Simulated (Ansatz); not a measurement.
`P[O][SbH2]` + H₂S → `PS` + `[OH][SbH2]` at 400 K and 1 bar (ligand exchange at a P–O bond).

Gas-phase electronic energies from Ansatz, PBE0-D4/def2-TZVP geometries. CCSD(T)/CBS is the MP2 limit (def2-TZVPP, def2-QZVPP) plus CCSD(T) − MP2 in def2-TZVPP, frozen cores. This one scheme is used for every species. def2 core potentials past Kr. For Sb outer-core shells are correlated without core-valence functions, which leaves a few kJ/mol of doubt a bond. Each species was taken in one conformer, which may not be the lowest.

| species | CCSD(T)/CBS energy (Eh) | H − E (kJ/mol) | S (J/(mol·K)) |
| --- | --- | --- | --- |
| `P[O][SbH2]` | -658.51611 | 118.9 | 363.7 |
| H₂S | -398.97279 | 53.4 | 215.9 |
| `PS` | -740.51379 | 89.7 | 283.7 |
| `[OH][SbH2]` | -316.98030 | 89.2 | 295.3 |

H − E and S are ideal-gas, rigid-rotor, harmonic terms from PBE0-D4/def2-TZVP, for one conformer and one mirror image of each species. 1 Eh = 2625.50 kJ/mol, R = 8.31446 J/(mol·K).

Q: By hand: ΔE, ΔH, ΔS and ΔG.

A: ΔE = (-740.51379) + (-316.98030) − (-658.51611) − (-398.97279) = -0.00519 Eh = -13.6 kJ/mol. Δ(H − E) = 89.7 + 89.2 − 118.9 − 53.4 = 6.6, so ΔH = -7.0 kJ/mol. ΔS = 283.7 + 295.3 − 363.7 − 215.9 = -0.6 J/(mol·K). ΔG = -7.0 − 400 × (-0.6)/1000 = -6.8 kJ/mol.

Q: By hand: the equilibrium constant, and the temperature at which ΔG would vanish if ΔH and ΔS stayed fixed.

A: log₁₀ K = −ΔG/(RT ln 10) = 0.9. ΔG = 0 at ΔH/ΔS = 11667 K, far beyond where these terms or the molecules hold.

The number of gas molecules stays the same, so ΔS is small and ΔH decides. A doubt of 5 kJ/mol in ΔE shifts log₁₀ K by 0.7 here. Other conformers and mirror images would add mixing entropy, several J/(mol·K) or more a flexible species. Modes under 60 cm⁻¹, often nearly free rotors, make the harmonic entropy too high. These are equilibria of isolated gas molecules and say nothing of rates. Largest T1 diagnostic: 0.015 (customary marks: 0.02 for closed shells, 0.045 for open ones).
